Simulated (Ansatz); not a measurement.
# Interaction energy ladder

The pair of Br⁻ (SMILES [Br-], atom 1) and CO (SMILES [C-]#[O+], atoms 2–3), both closed shells, in one local arrangement (a lower one may exist), relaxed at PBE0-D4/def2-TZVPD:

Br1  (0.032, -0.013, -2.205)
C2  (0.466, -0.197, 0.888)
O3  (-0.498, 0.210, 1.317)
(Å)

Ansatz 0.2.0; basis: def2-TZVPPD, with def2-QZVPPD for the basis limit; cores frozen in the correlated methods. Filled d shells of the heavier atoms are correlated. The def2 sets are not built for correlating such inner shells, so the correlated values are less sure here. Extrapolation: Hartree–Fock as exp(−7.88 √X), correlation as X^−2.97. Interaction energies count from these two fragments, frozen as in the pair, with the counterpoise correction; negative means bound.

Question: What is the interaction energy by CCSD(T) at an estimated basis limit (MP2 extrapolated from triple and quadruple zeta, plus CCSD(T) − MP2 in triple zeta)? (To be estimated.)

Answer: Computed: -10.5 kJ/mol. Hartree–Fock alone gives -1.5 kJ/mol at the basis limit. Plain CCSD(T) in triple zeta gives -6.8 kJ/mol; the step to the limit is large here, so the limit is uncertain. It counts from the two fragments frozen as in the pair.

Question: Which atoms make the shortest contact between the fragments?

Answer: Br1 and C2, 3.13 Å apart.

Basis-set superposition shift (counterpoise-corrected less uncorrected): CCSD(T) 3.0; MP2 2.8; HF 0.2; PBE0-D4 0.2; wB97M-V 0.2 kJ/mol.

The T1 diagnostic stays at or below 0.019.

For scale, one of the runs: CCSD(T)/def2-TZVPPD, 134 basis functions, launched by `ansatz run in.yaml --threads 2 --pin off --events-out ev --progress --plain --max-ram 5222MiB`. The run took about 7.5 s on 2 CPU threads (shared host).
